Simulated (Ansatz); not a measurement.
Mulliken charges of CH₂BClF₂ (`FBC(F)Cl`) from B3LYP/def2-TZVPP in Ansatz (PBE0-D4/def2-TZVP geometry).

```tsv
atom	x (Å)	y (Å)	z (Å)	charge (e)
F1	-1.780	0.733	-0.051	-0.221
B2	-0.568	0.556	0.433	0.179
C3	0.330	-0.577	-0.197	0.205
F4	1.255	-1.102	0.644	-0.198
Cl5	1.146	0.443	-1.438	-0.116
H6	-0.159	1.265	1.302	0.023
H7	-0.162	-1.386	-0.739	0.128
```

Task: By hand: the dipole of these point charges (1 e Å = 4.8032 D).

Result: Σ q r = (-0.046, -0.162, 0.023) e Å, of length 0.170 e Å = 0.82 D.

Task: How does the dipole of the full density compare? (Estimate.)

Result: Computed: (-0.142, -0.118, 0.017) e Å, 0.89 D; the point charges give 0.92 times that, at 34° from its direction.

Point charges leave out the atoms' own dipoles, such as those of lone pairs, and Mulliken's split depends on the basis, so the two needn't agree.

B3LYP here is the variant with VWN-RPA as its local correlation; programs differ in this.
